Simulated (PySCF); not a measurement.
**BeP at UHF-SCS-MP2**

Computed with UHF-SCS-MP2; Be x2c-TZVPPall, P x2c-TZVPPall; spin-free X2C with a Gaussian nucleus (PySCF 2.14).

For BeP, the state is ⁴Σ⁻ (quartet), unpaired electrons σ ↑, π ↑↑ and the bond length is 2.087 Å. The harmonic wavenumber is 603 cm⁻¹ and the force constant is 1.50 mdyn/Å. The rotational constant Be is 0.5542 cm⁻¹. The anharmonicity ωexe is 4.74 cm⁻¹, the vibration–rotation constant αe is 0.00600 cm⁻¹ and the well depth De to Be + P is 1.04 eV. The dissociation energy D0 is 1.00 eV.

Correlated steps freeze 5 core orbitals. The state is the lowest determinant that a PBE0 search found; another state may lie lower at other levels.
